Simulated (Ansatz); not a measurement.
Cost and result for the atomization energy of `C[SiH2]OB[SiH3]` (14 atoms, 13 bonds).

```xyz
14

C    -0.5706   -1.4515   -1.9255
Si    0.3984    0.1210   -1.7326
O     0.4453    0.6490   -0.1520
B    -0.0656    0.1934    1.0051
Si    0.2561    1.1934    2.7440
H    -1.6092   -1.3237   -1.6133
H    -0.1353   -2.2652   -1.3415
H    -0.5674   -1.7503   -2.9778
H    -0.2071    1.2232   -2.5205
H     1.8104   -0.0655   -2.1495
H    -0.7217   -0.8230    1.0015
H     1.0789    2.4242    2.5861
H    -1.0506    1.5786    3.3534
H     0.9382    0.2966    3.7226
```

Charge 0, multiplicity 1. The structure was optimised at the PBE0-D4/def2-TZVP level. It is one conformer, not always the lowest. Program: Ansatz. All runs use 4 threads of an Arm Neoverse V2 on a shared host. Times are those of one run each, without the atoms' runs, and a repeat can differ threefold. Electronic energies, without spin–orbit coupling; frozen cores. CCSD(T)/CBS adds CCSD(T) − MP2 in def2-TZVPP to the MP2 limit, and its time is that of the two runs behind it. T1 = 0.013. HSE06 is the plane-wave form, built on full-range PBE exchange.

CCSD(T)/CBS is a level of theory with its own doubt, some kJ/mol a heavy atom from the limit and from the frozen cores, so smaller differences don't rank the functionals.

| level | functions | wall time |
| --- | --- | --- |
| BLYP-D4/def2-TZVPP | 303 | 2.1 s |
| PBE-D4/def2-TZVPP (with forces) | 303 | 2.6 s |
| BHLYP-D4/def2-TZVPP | 303 | 3.4 s |
| HSE06-D4/def2-TZVPP | 303 | 3.5 s |
| r2SCANh-D4/def2-TZVPP | 303 | 5.5 s |
| B2PLYP/def2-TZVPP | 303 | 6 s |
| CCSD(T)/def2-SVP | 123 | 6 s |
| ωB97X-V/def2-TZVPP | 303 | 8.5 s |
| B97M-V/def2-TZVPP | 303 | 9.5 s |
| ωB97M-V/def2-TZVPP (with forces) | 303 | 12 s |
| MP2/def2-QZVPP | 581 | 26 s |
| CCSD(T)/def2-TZVPP | 303 | 10 min |
| CCSD(T)/CBS(def2) | – | 11 min |

Task: What atomization energy does each give, and how far from CCSD(T)/CBS? (Best estimate.)

Result: Computed: 
```tsv
level	atomization (kcal/mol)	difference from CCSD(T)/CBS	per bond
BLYP-D4/def2-TZVPP	1168.5	-8.2	-0.6
PBE-D4/def2-TZVPP (with forces)	1177.5	0.8	0.1
BHLYP-D4/def2-TZVPP	1159.7	-17.0	-1.3
HSE06-D4/def2-TZVPP	1169.5	-7.2	-0.6
r2SCANh-D4/def2-TZVPP	1174.8	-1.9	-0.1
B2PLYP/def2-TZVPP	1164.8	-11.9	-0.9
CCSD(T)/def2-SVP	1111.8	-64.9	-5.0
ωB97X-V/def2-TZVPP	1182.7	6.0	0.5
B97M-V/def2-TZVPP	1182.4	5.7	0.4
ωB97M-V/def2-TZVPP (with forces)	1179.8	3.1	0.2
MP2/def2-QZVPP	1172.0	-4.7	-0.4
CCSD(T)/def2-TZVPP	1149.5	-27.2	-2.1
CCSD(T)/CBS(def2)	1176.7	0.0	0.0
```

The D4 term adds +10.6 kcal/mol with B3LYP and +5.6 kcal/mol with PBE0; it sums over pairs of atoms, weighted by their polarisabilities, and B3LYP, whose exchange is more repulsive, gets the larger term. In def2-TZVPP, CCSD(T) changes the Hartree–Fock value by +244.3 kcal/mol (the triples alone add +11.6 kcal/mol) and MP2 by +250.5 kcal/mol; breaking electron pairs costs correlation energy, which Hartree–Fock lacks. From BLYP to BHLYP (50 % exact exchange), in def2-TZVPP and without D4, the atomization energy moves by −2.6 kcal/mol: exact exchange takes away binding that semilocal exchange gives to molecules.

B3LYP here is the variant with VWN-RPA as its local correlation; programs differ in this.
